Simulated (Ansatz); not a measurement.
## SnSiH4OF (SMILES [F][SnH][O][SiH3]): the energy, rung by rung

SnSiH4OF: 8 atoms, total charge 0, spin state doublet. SMILES: `[F][SnH][O][SiH3]`. The shape was relaxed beforehand at B3LYP/def2-SVP. This is one conformer, not always the lowest.

```xyz
8

F    -1.6443    1.7904    1.0348
Sn   -0.4349    1.9349   -0.5005
O     0.2427    0.0688   -0.6744
Si    0.7309   -1.2035    0.2838
H    -1.4733    2.1583   -1.9168
H     1.7362   -2.0095   -0.4668
H    -0.4260   -2.0785    0.6339
H     1.3609   -0.7181    1.5501
```

Each level gives the adiabatic electron affinity (to the singlet anion, shapes relaxed at B3LYP/def2-SVP, no zero-point term) (eV). The values are calculated.

The electron affinity is E(neutral) − E(anion): positive where the electron is bound.

```json
{"level": "UHF/def2-SVP (core potential)", "kind": "Hartree–Fock", "program": "Ansatz", "value (eV)": "1.96", "less CCSD(T)/def2-SVP": "-0.60", "CPU time (all runs)": "3.2 s"}
{"level": "UPBE/def2-SVP (core potential)", "kind": "GGA", "program": "Ansatz", "value (eV)": "2.68", "less CCSD(T)/def2-SVP": "+0.12", "CPU time (all runs)": "5.8 s"}
{"level": "UB3LYP/def2-SVP (core potential)", "kind": "global hybrid", "program": "Ansatz", "value (eV)": "2.85", "less CCSD(T)/def2-SVP": "+0.29", "CPU time (all runs)": "9.1 s"}
{"level": "U-wB97M-V/def2-SVP (core potential)", "kind": "range-separated hybrid", "program": "Ansatz", "value (eV)": "2.80", "less CCSD(T)/def2-SVP": "+0.24", "CPU time (all runs)": "43 s"}
{"level": "UCAM-B3LYP/def2-SVP (core potential)", "kind": "range-separated hybrid", "program": "Ansatz", "value (eV)": "2.84", "less CCSD(T)/def2-SVP": "+0.28", "CPU time (all runs)": "11 s"}
{"level": "UB2PLYP/def2-SVP (core potential)", "kind": "double hybrid", "program": "Ansatz", "value (eV)": "2.69", "less CCSD(T)/def2-SVP": "+0.13", "CPU time (all runs)": "13 s"}
{"level": "RPA@PBE/def2-SVP (core potential)", "kind": "RPA", "program": "Ansatz", "value (eV)": "2.73", "less CCSD(T)/def2-SVP": "+0.17", "CPU time (all runs)": "13 s"}
{"level": "UMP2/def2-SVP (core potential)", "kind": "perturbation theory", "program": "Ansatz", "value (eV)": "2.47", "less CCSD(T)/def2-SVP": "-0.09", "CPU time (all runs)": "4 s"}
{"level": "UCCSD(T)/def2-SVP (core potential)", "kind": "coupled cluster or CI", "program": "Ansatz", "value (eV)": "2.56", "less CCSD(T)/def2-SVP": "0.00", "CPU time (all runs)": "65 s"}
```

UCCSD(T)/def2-SVP (core potential) is the highest level here, not the true value. Spin-orbit coupling is left out. Sets without diffuse functions describe the anion poorly, and affinities from them come out too low, at high levels too. The values span 1.96 to 2.85 eV. In the correlated wave-function rows the outer d shell of Sn is correlated, in sets not made for it. Times are those of the runs behind each value, whatever else they computed, on shared processors of several kinds: orders of magnitude only.
